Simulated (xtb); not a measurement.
xtb input (GFN1-xTB):

```bash
xtb mol.xyz --gfn 1 --opt tight --chrg 0 --uhf 0
```
mol.xyz:
```
5

C     -0.01842575    -0.01201890    -1.11898932
C      0.00331066     0.00215950     0.20105489
H      0.85046000     0.27258854    -1.70682953
H     -0.90609165    -0.30887639    -1.67165997
C      0.02438704     0.01590737     1.48101601
```

Output:

```
           -------------------------------------------------
          |                Calculation Setup                |
           -------------------------------------------------

           -------------------------------------------------
          |                 G F N 1 - x T B                 |
           -------------------------------------------------

        Reference                      10.1021/acs.jctc.7b00118
      * Hamiltonian:
        H0-scaling (s, p, d)           1.850000    2.250000    2.000000
        zeta-weighting                 0.000000
      * Dispersion:
        s8                             2.400000
        a1                             0.630000
        a2                             5.000000
        s9                             0.000000
      * Repulsion:
        kExp                           1.500000
        rExp                           1.000000
      * Coulomb:
        alpha                          2.000000
        third order                    atomic
        anisotropic                    false
      * Halogen bond correction:
        rad-scale                      1.300000
        damping                        0.440000

          ...................................................
          :                      SETUP                      :
          :.................................................:
          :  # basis functions                  16          :
          :  # atomic orbitals                  16          :
          :  # shells                           10          :
          :  # electrons                        14          :
          :  # halogen bonds                     0          :
          :  max. iterations                   250          :
          :  Hamiltonian                  GFN1-xTB          :
          :  restarted?                      false          :
          :  GBSA solvation                  false          :
          :  PC potential                    false          :
          :  electronic temp.          300.0000000     K    :
          :  accuracy                    1.0000000          :
          :  -> integral cutoff          0.2500000E+02      :
          :  -> integral neglect         0.1000000E-07      :
          :  -> SCF convergence          0.1000000E-05 Eh   :
          :  -> wf. convergence          0.2000000E-04 e    :
          :  Broyden damping             0.4000000          :
          :  net charge                          0          :
          :  unpaired electrons                  0          :
          ...................................................

 iter      E             dE          RMSdq      gap      omega  full diag
   1     -7.3192606 -0.731926E+01  0.855E+00    1.48       0.0  T
   2     -7.3343676 -0.151070E-01  0.554E+00    0.70       1.0  T
   3     -7.3151675  0.192001E-01  0.284E+00    1.59       1.0  T
   4     -7.3456250 -0.304575E-01  0.369E-01    0.99       1.0  T
   5     -7.3460681 -0.443100E-03  0.906E-02    1.07       1.0  T
   6     -7.3461155 -0.473955E-04  0.841E-03    1.05       5.3  T
   7     -7.3461155 -0.272022E-07  0.870E-03    1.05       5.1  T
[...]
 molecular gradient             ...        0 min,  0.001 sec ( 46.777%)
 printout                       ...        0 min,  0.000 sec (  4.655%)

         :::::::::::::::::::::::::::::::::::::::::::::::::::::
         ::                     SUMMARY                     ::
         :::::::::::::::::::::::::::::::::::::::::::::::::::::
         :: total energy              -7.198322349317 Eh    ::
         :: gradient norm              0.000071173414 Eh/a0 ::
         :: HOMO-LUMO gap              0.958405789373 eV    ::
         ::.................................................::
         :: SCC energy                -7.352268816547 Eh    ::
         :: -> electrostatic           0.005456439160 Eh    ::
         :: repulsion energy           0.154979260872 Eh    ::
         :: dispersion energy         -0.001032793642 Eh    ::
         :: halogen bond corr.         0.000000000000 Eh    ::
         :: add. restraining           0.000000000000 Eh    ::
         :: total charge              -0.000000000000 e     ::
         :::::::::::::::::::::::::::::::::::::::::::::::::::::

           -------------------------------------------------
          |                Property Printout                |
           -------------------------------------------------

    * Orbital Energies and Occupations

         #    Occupation            Energy/Eh            Energy/eV
      -------------------------------------------------------------
         1        2.0000           -0.6609728             -17.9860
         2        2.0000           -0.6138924             -16.7049
         3        2.0000           -0.5687191             -15.4756
         4        2.0000           -0.5624416             -15.3048
         5        2.0000           -0.4863928             -13.2354
         6        2.0000           -0.4278948             -11.6436
         7        2.0000           -0.4024036             -10.9500 (HOMO)
         8                         -0.3671828              -9.9916 (LUMO)
         9                         -0.2020669              -5.4985
        10                         -0.1546620              -4.2086
        11                         -0.1440485              -3.9198
        12                         -0.0934178              -2.5420
        13                          0.2494674               6.7884
        14                          0.3328550               9.0574
        15                          0.3661138               9.9625
        16                          1.0735724              29.2134
      -------------------------------------------------------------
                  HL-Gap            0.0352208 Eh            0.9584 eV
             Fermi-level           -0.3847932 Eh          -10.4708 eV

  Mulliken/CM5 charges         n(s)   n(p)   n(d)
     1C     0.04996 -0.04670   1.089  2.861  0.000
     2C    -0.02624 -0.03374   1.106  2.920  0.000
     3H     0.05371  0.10599   0.946  0.000  0.000
     4H     0.05371  0.10599   0.946  0.000  0.000
     5C    -0.13115 -0.13155   1.618  2.513  0.000

Wiberg/Mayer (AO) data.
largest (>0.10) Wiberg bond orders for each atom

 ---------------------------------------------------------------------------
     #   Z sym  total        # sym  WBO       # sym  WBO       # sym  WBO
 ---------------------------------------------------------------------------
     1   6 C    3.949 --     2 C    1.763     3 H    0.964     4 H    0.964
                             5 C    0.259
     2   6 C    3.961 --     5 C    2.192     1 C    1.763
     3   1 H    1.007 --     1 C    0.964
     4   1 H    1.007 --     1 C    0.964
     5   6 C    2.520 --     2 C    2.192     1 C    0.259
 ---------------------------------------------------------------------------

Topologies differ in total number of bonds
Writing topology from bond orders to xtbtopo.mol

 dipole moment from electron density (au)
Note: The following floating-point exceptions are signalling: IEEE_DENORMAL
normal termination of xtb
     X       Y       Z
  -0.0266  -0.0174  -1.6169  total (Debye):    4.110

           -------------------------------------------------
          |                Geometry Summary                 |
           -------------------------------------------------

      molecular mass/u    :       38.0480892
   center of mass at/Å    :        0.0015211       0.0009852       0.0922628
  moments of inertia/u·Å² :        0.1690847E+01   0.4713719E+02   0.4882804E+02
rotational constants/cm⁻¹ :        0.9969932E+01   0.3576291E+00   0.3452449E+00

 * 4 selected distances

     #   Z          #   Z                                           value/Å
     1   6 C        2   6 C                                       1.3283315 (max)
     1   6 C        3   1 H                                       1.0853403 (min)
     1   6 C        4   1 H                                       1.0853403
     2   6 C        5   6 C                                       1.2627199

 * 2 distinct bonds (by element types)

   Z      Z             #   av. dist./Å        max./Å        min./Å
   1 H    6 C           2     1.0853403     1.0853403     1.0853403
   6 C    6 C           2     1.2955257     1.3283315     1.2627199

optimized geometry written to: xtbopt.xyz

           -------------------------------------------------
          | TOTAL ENERGY               -7.198322349317 Eh   |
          | GRADIENT NORM               0.000071173414 Eh/α |
          | HOMO-LUMO GAP               0.958405789373 eV   |
           -------------------------------------------------

------------------------------------------------------------------------
------------------------------------------------------------------------
 total:
 SCF:
 ANC optimizer:
```
